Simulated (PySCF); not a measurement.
**Continuum solvent and chemical shifts**

Numbering as in the mapped SMILES `[CH3:1][O:2][CH2:3][C:4]([F:5])([F:6])[F:7]`; H(Xn) means a hydrogen on atom n.

GIAO PBE0/pcSseg-1 in PySCF 2.14 on one PBE0-D3(BJ)/def2-SVP conformer, non-relativistic, equivalent nuclei averaged. Solvents enter as an IEF-PCM continuum (chloroform with ε = 4.7, acetone with ε = 20.5) around the gas-phase geometry. Shifts are referred to TMS, CFCl3 computed in the same medium.

In chloroform, δ in ppm: C4 131.5, C3 72.2, C1 61.6, F5/F6/F7 -86.7, H(C3) 3.67, H(C1) 3.55. Dipole moment 2.49 D.

(1) How does each δ change in the more polar medium?

(2) Which of the listed nuclei move most (in ppm), and what does the model miss? (N and O are left out, as their reference compounds move with the solvent too.)

## Answers

(1) 
```json
{"atoms": "C4", "environment": "CF3 carbon", "Δδ, acetone": "+0.4"}
{"atoms": "C3", "environment": "sp3 CH2 bonded to O", "Δδ, acetone": "+0.1"}
{"atoms": "C1", "environment": "methyl carbon bonded to O", "Δδ, acetone": "+0.2"}
{"atoms": "F5/F6/F7", "environment": "fluorine of a CF3 group", "Δδ, acetone": "+0.2"}
{"atoms": "H(C3)", "environment": "hydrogen on an sp3 CH2 bonded to O", "Δδ, acetone": "+0.08"}
{"atoms": "H(C1)", "environment": "hydrogen on a methyl carbon bonded to O", "Δδ, acetone": "+0.03"}
```

Changes are relative to chloroform. The dipole moment becomes 2.60 D in acetone.

(2) C4 (CF3 carbon, +0.4 ppm) in acetone. A continuum only polarises the solute; specific hydrogen bonds, the anisotropy of aromatic solvents and changes of geometry or conformer are outside it.
